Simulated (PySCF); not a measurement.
Frontier orbitals and the lowest excitations

Species: C7H8S.
Z-matrix (Å and degrees, PBE0-D3(BJ)/def2-SVP geometry), rows numbered from 1:
```
C 
C   1  1.3676
S   2  1.7205  1  111.46
C   3  1.7345  2   92.32  1     0.05
C   4  1.4744  3  121.97  2   179.85
C   5  1.5085  4  121.51  3   -37.30
C   6  1.4936  5   60.29  4   110.58
C   4  1.3735  3  110.37  2    -0.06
H   1  1.0911  2  123.30  3   179.96
H   2  1.0890  1  128.54  3  -179.99
H   5  1.0940  4  112.31  3   178.35
H   6  1.0932  5  117.82  7   108.95
H   6  1.0940  5  116.88  7  -108.79
H   7  1.0941  5  116.93  6   108.81
H   7  1.0932  5  117.80  6  -108.99
H   8  1.0913  1  124.21  2   180.00
```

Computed, not measured: TDDFT CAM-B3LYP/def2-SVPD, vertical, gas phase, core orbitals frozen in the response (PySCF 2.14.0, density-fitted response routines).

Frontier orbitals with the atoms that hold most of them (Löwdin shares over 4%, at most four atoms; ? is withheld):

```tsv
orbital	ε (eV)	atoms
HOMO-3	-10.50	C5 29%, C6 15%, C7 14%, C2 10%
HOMO-2	-10.18	C7 32%, C6 31%, C5 14%, H11 4%
HOMO-1	-8.38	?
HOMO	-7.53	C2 24%, C4 21%, C8 14%, C1 12%
LUMO	0.69	?
LUMO+1	1.33	S3 50%, C8 6%, H10 6%, C1 5%
LUMO+2	1.56	S3 34%, C7 9%, C6 9%, H15 8%
```

(1) Which atoms hold the HOMO-1, and with what shares?

(2) Give the leading atoms of the LUMO.

(3) How does S1 compare with the orbital gap of 8.22 eV?

(4) Give energy, strength and leading configuration of S1 and S2, and follow the Löwdin shares of the leading atoms from the occupied to the empty orbital.

Results:

(1) S3 (bonded to 2 C) 43%; C8 (bonded to 2 C and H) 18%; C1 (bonded to 2 C and H) 18%; C2 (bonded to C, S and H) 8%. By element: carbon 44% or more, sulfur 43%.

(2) S3 (bonded to 2 C) 21%; C2 (bonded to C, S and H) 20%; C4 (bonded to 2 C and S) 20%; C1 (bonded to 2 C and H) 13%. By element: carbon 53% or more, sulfur 21%.

(3) S1 is at 5.36 eV (f = 0.177), 2.87 eV below the gap, made of HOMO→LUMO (96%). Without the coupling terms of the response equations the lowest excitation would equal the gap.

(4) 
- S1 (5.36 eV, f 0.177), HOMO→LUMO (96%): C2 24% → 20%, C4 21% → 20%, S3 at most 13% → 21%
- S2 (5.87 eV, f 0.070), HOMO-1→LUMO (83%): S3 43% → 21%, C8 18% → at most 14%, C2 8% → 20%

One conformer stands for the species.
